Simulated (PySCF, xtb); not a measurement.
## Isomers of CH7GeN in order of energy

4 gas-phase structures of CH7GeN, found in a search over its isomers (lower ones may exist). Each was relaxed with GFN2-xTB:

A. a singlet given by its coordinates
B. `[CH3][GeH2][NH2]`, a singlet
C. `C[NH][GeH3]`, a singlet
D. `N[CH2][GeH3]`, a singlet

A (Å):

```xyz
10

C    -0.4038   -0.3517   -0.3258
Ge   -0.6312    1.5988   -0.8743
N    -2.1814    1.8172    0.8245
H    -1.2086   -0.9719   -0.7227
H    -0.3509   -0.5139    0.7490
H     0.5241   -0.7263   -0.7562
H     0.4093    2.1181    0.2846
H    -3.0608    1.3513    0.6421
H    -2.3517    2.7884    1.0513
H    -1.7225    1.3707    1.6067
```

Close contacts (Å): C1–Ge2 2.04, Ge2–N3 2.31, C1–H4 1.09, C1–H5 1.09, C1–H6 1.09, Ge2–H7 1.64, N3–H8 1.01, N3–H9 1.01, N3–H10 1.01.

Problem. Which do you expect lowest at r2SCAN-D4/def2-SVP, and how would the others follow?

Solution. Calculated order at r2SCAN-D4/def2-SVP: B (0.0), C (62.8), A (63.2), D (86.2) kJ/mol. Less than 1 kcal/mol parts C and A, so the order within that pair means little.

Energies above the lowest of each column, in kJ/mol; the last columns are at PBE0-D3(BJ)/pcseg-1 geometries and were run for some of them only (a dash: not run or not comparable):

```json
{"structure": "B", "GFN2-xTB": "0.0", "HF/STO-3G": "0.0", "r2SCAN-D4/def2-SVP": "0.0", "PBE0-D3(BJ)/pcseg-1": "0.0", "CCSD(T)/def2-SVP + ΔMP2/def2-TZVPP": "0.0"}
{"structure": "C", "GFN2-xTB": "4.1", "HF/STO-3G": "39.4", "r2SCAN-D4/def2-SVP": "62.8", "PBE0-D3(BJ)/pcseg-1": "60.9", "CCSD(T)/def2-SVP + ΔMP2/def2-TZVPP": "75.5"}
{"structure": "A", "GFN2-xTB": "33.7", "HF/STO-3G": "232.5", "r2SCAN-D4/def2-SVP": "63.2", "PBE0-D3(BJ)/pcseg-1": "52.5", "CCSD(T)/def2-SVP + ΔMP2/def2-TZVPP": "77.9"}
{"structure": "D", "GFN2-xTB": "63.7", "HF/STO-3G": "78.8", "r2SCAN-D4/def2-SVP": "86.2", "PBE0-D3(BJ)/pcseg-1": "–", "CCSD(T)/def2-SVP + ΔMP2/def2-TZVPP": "–"}
```

Every level run on B puts it lowest or level with the lowest. Flexible structures stand in one conformer each, not always the lowest. Frequencies (GFN2-xTB) were run for A, B, C alone. The ΔMP2 step shifts differences by up to 19.8 kJ/mol, which makes them less sure. ΔMP2 is the change of the MP2 energy from the smaller to the larger basis.

Over these structures GFN2-xTB departs from r2SCAN-D4/def2-SVP by 16.4 kJ/mol on average once a common shift is removed. A GFN2-xTB relaxation took about 0.063 s and the r2SCAN-D4/def2-SVP energy about 12 s on a shared host (PySCF 2.14.0, xtb 6.7.1).
